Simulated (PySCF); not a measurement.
## Correlation energy of F(2+) (fluorine, charge +2)

[He] 2s2 2p3, high-spin 4S determinant. Calculation: PySCF 2.14, in aug-cc-pVTZ-DK (5s4p3d2f, 46 functions); the spin-free X2C one-electron Hamiltonian (Gaussian nucleus). Frozen: 1s2; 5 electrons correlated.

```
  level  correlation energy (mhartree)
   CCSD                        -113.85
    (T)                          -1.20
CCSD(T)                        -115.05
```

Diagnostics: T1 = 0.0028, D1 = 0.0062, largest double amplitude 0.028.

Cost of the coupled-cluster step: of the order of 2.1 core-seconds, for 5 correlated electrons.

Iterations:

```
CC2 = 0
CCSD nocc = (np.int64(4), np.int64(1)), nmo = (45, 45)
frozen orbitals [[0], [0]]
max_cycle = 100
direct = 0
conv_tol = 1e-08
conv_tol_normt = 1e-06
diis_space = 8
diis_start_cycle = 0
Init t2, MP2 energy = -0.099919689701608
Init E_corr(UCCSD) = -0.0999196897016236
cycle = 1  E_corr(UCCSD) = -0.111152825208417  dE = -0.0112331355  norm(t1,t2) = 0.0194976
cycle = 2  E_corr(UCCSD) = -0.113109235900958  dE = -0.00195641069  norm(t1,t2) = 0.00594979
cycle = 3  E_corr(UCCSD) = -0.113881264891552  dE = -0.000772028991  norm(t1,t2) = 0.0021899
cycle = 4  E_corr(UCCSD) = -0.113850163842556  dE = 3.1101049e-05  norm(t1,t2) = 0.000265639
cycle = 5  E_corr(UCCSD) = -0.113854040916179  dE = -3.87707362e-06  norm(t1,t2) = 4.74267e-05
cycle = 6  E_corr(UCCSD) = -0.113854059519513  dE = -1.86033339e-08  norm(t1,t2) = 4.5381e-06
cycle = 7  E_corr(UCCSD) = -0.113854068321217  dE = -8.80170445e-09  norm(t1,t2) = 4.29276e-07
UCCSD converged
E(UCCSD) = -97.80543600080819  E_corr = -0.1138540683212171
UCCSD(T) correction = -0.00119549096188258
```
